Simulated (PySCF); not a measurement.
Mayer bond orders and bond lengths

C5H10P2.
Numbering: `[PH2:1][PH:2][C:3]1=[CH:4][CH2:5][CH2:6][CH2:7]1` (hydrogens: H8, H9 on P1; H10 on P2; H11 on C4; H12, H13 on C5; H14, H15 on C6; H16, H17 on C7)

Cartesian coordinates in Å at the GFN2-xTB level; atoms count from 1:
```xyz
17
C5H10P2 angstrom
P      2.8973    0.7100   -0.4819
P      1.9193   -1.2163   -0.3082
C      0.2497   -0.5818    0.0137
C     -0.4400   -0.7806    1.1326
C     -1.7885   -0.1321    1.0865
C     -1.7092    0.7745   -0.1547
C     -0.5328    0.2341   -0.9825
H      4.1522    0.1388   -0.6853
H      3.1128    0.8178    0.8927
H      1.7467   -1.3254   -1.6971
H     -0.1096   -1.3566    1.9804
H     -2.5624   -0.8974    0.9774
H     -2.0069    0.4278    1.9969
H     -2.6393    0.7792   -0.7204
H     -1.4962    1.7979    0.1551
H      0.0738    1.0324   -1.4168
H     -0.8738   -0.4101   -1.7983
```

Bond orders from the PBE0/pcSseg-1 density (PySCF). The structure is a single GFN2-xTB conformer in the gas phase; no vibrational or solvent corrections.

How far do the computed orders between heavy atoms stray from the drawn ones?

The largest departure is 0.160, at C3–C4 (drawn double, 1.840).

Set the Mayer orders of the bonds beside their lengths.

| bond | drawn as | length (Å) | Mayer order |
| --- | --- | --- | --- |
| P1–P2 | single | 2.167 | 1.007 |
| P2–C3 | single | 1.815 | 0.974 |
| C3–C4 | double | 1.329 | 1.840 |
| C4–C5 | single | 1.497 | 1.038 |
| C5–C6 | single | 1.539 | 1.032 |
| C6–C7 | single | 1.537 | 1.024 |
| C7–C3 | single | 1.507 | 0.984 |
| P1–H8 | single | 1.394 | 0.936 |
| P1–H9 | single | 1.396 | 0.936 |
| P2–H10 | single | 1.404 | 0.917 |
| C4–H11 | single | 1.077 | 0.988 |
| C5–H12 | single | 1.094 | 0.934 |
| C5–H13 | single | 1.091 | 0.948 |
| C6–H14 | single | 1.089 | 0.959 |
| C6–H15 | single | 1.090 | 0.955 |
| C7–H16 | single | 1.093 | 0.944 |
| C7–H17 | single | 1.094 | 0.938 |

Bonds between the same two heavy elements. C–C: lowest C7–C3 (0.984, 1.507 Å), highest C3–C4 (1.840, 1.329 Å); in 2 of the 10 pairs the longer bond (by over 0.003 Å) has the higher order (by 0.02 or more).

Sum the orders of all bonds at each heavy atom with more than one neighbour and set the sums beside the valence in the SMILES.

P1 2.879 (drawn 3), P2 2.898 (drawn 3), C3 3.798 (drawn 4), C4 3.866 (drawn 4), C5 3.952 (drawn 4), C6 3.970 (drawn 4), C7 3.890 (drawn 4). Orders between atoms that aren't bonded are not in these sums.

For a closed shell the Mayer order of atoms A and B is Σ (PS)μν (PS)νμ over the basis functions μ on A and ν on B, with P the density and S the overlap matrix.

The run behind these numbers computed NMR shieldings as well. Cost: about 70 s of CPU time on one thread; the machine was shared, so the figure is rough.
